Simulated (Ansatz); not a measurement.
Geometry optimisation, Ansatz 0.2.0, RKS PBE0-D4/def2-SVP.

Input file:

```yaml
crystal:
  periodic: [false, false, false]
  atoms:
    - { symbol: B, position_ang: [-0.271408, 0.559566, -0.43583] }
    - { symbol: "N", position_ang: [-0.223165, -0.017631, 2.251364] }
    - { symbol: H, position_ang: [-0.726881, -0.030853, 3.136] }
    - { symbol: H, position_ang: [0.677224, -0.4637, 2.419489] }
    - { symbol: F, position_ang: [0.929286, -0.030819, -0.435307] }
    - { symbol: "N", position_ang: [-1.375251, -0.082532, -1.030833] }
    - { symbol: H, position_ang: [-1.328146, -1.049397, -1.31775] }
    - { symbol: H, position_ang: [-2.310307, 0.292714, -1.035116] }
    - { symbol: O, position_ang: [-0.279015, 1.870518, 0.026601] }
    - { symbol: H, position_ang: [-1.135628, 2.294455, -0.057548] }
    - { symbol: H, position_ang: [-0.016809, 0.974679, 2.03273] }
basis:
  gaussian: { orbitals: def2-SVP }
hamiltonian:
  xc: pbe0
  dispersion: d4
relax:
  f_tol: 0.03
  max_steps: 50
```

Command:

```bash
$ ansatz run input.yaml --threads 2 --pin off --max-ram 3072MiB --backend cpu --events-out ev --progress --plain --runs-dir out
```

Where does it end, and by what steps?

The forces met the threshold. The force dipped under the threshold on the way, but the program's further checks kept it going. After 12 steps the energy has fallen by 0.036 eV; H4 moved furthest, 0.42 Å.

```csv
step,energy less start (eV),largest force component (eV/Å),accepted
0,0.0000,0.698,yes
1,-0.0226,0.419,yes
2,-0.0170,0.706,no
3,-0.0279,0.192,yes
4,-0.0299,0.292,yes
5,-0.0329,0.179,yes
6,-0.0348,0.063,yes
7,-0.0354,0.045,yes
8,-0.0359,0.052,yes
9,-0.0361,0.094,yes
10,-0.0363,0.035,yes
11,-0.0364,0.017,yes
12,-0.0365,0.026,yes
```

```xyz
11
Properties=species:S:1:pos:R:3
B -0.270 0.582 -0.474
N -0.328 0.051 2.353
H -0.458 -0.230 3.324
H 0.530 -0.399 2.033
F 0.890 -0.080 -0.333
N -1.354 -0.082 -1.080
H -1.309 -1.080 -1.234
H -2.292 0.287 -1.110
O -0.253 1.893 -0.093
H -1.104 2.325 -0.193
H -0.112 1.047 2.363
```

Whether the end is a true minimum wasn't checked by a vibrational analysis.

Time of the run: 40 s on 2 threads of Intel(R) Xeon(R) Platinum 8488C (Sapphire Rapids), on a shared host, peak memory 0.23 GiB.
